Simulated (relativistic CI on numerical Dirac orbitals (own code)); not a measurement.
# Tb XXXVI: what numerical and physical settings do to a radial Dirac CI calculation

Reference input:

```
atom Tb  Z=65  charge=35  electrons=30
nucleus A=159  rms_radius_fm=5.0600
hamiltonian dirac-coulomb  breit=on  qed=on  c_scale=1
orbitals kli  potential=per-configuration
slater_scale 1
correlation none
mixing on
grid step=0.0125 r_max=4.1
scf mixing=0.4 start=green max_iterations=150 tolerance=2e-08 node_fill=0.05
configurations
  [Ar] 3d10 4s2
  [Ar] 3d10 4s 4p
  [Ar] 3d10 4p2
end
```

Computed lowest total energy -10990.10653 Ha, first excitation 539899.1 cm⁻¹, 30 SCF steps. Runs with settings changed; * marks those that are bad on purpose (the QED terms keep the true α when c is scaled):

```csv
Changed,Outcome,Lowest level,ΔE (Ha),First excitation (cm⁻¹),SCF steps,Message
"SCF mixing 0.05, SCF tolerance 1e-05, iteration limit 30",converged,4s² ¹S0,9.43e-07,539898.3,28,
Breit term off,converged,4s² ¹S0,-10.6,535001.8,30,
speed of light × 2,converged,4s² ¹S0,361,497978.1,30,
start potential bare,converged,4s² ¹S0,-4.64e-10,539899.1,31,
configuration list: overfill *,refused,,,,0,configuration [Ar] 4s3: a shell holds more than 4l+2 electrons
charge 36 *,refused,,,,0,"configuration [Ar] 3d10 4s2 has 30 electrons, the ion has 29"
```
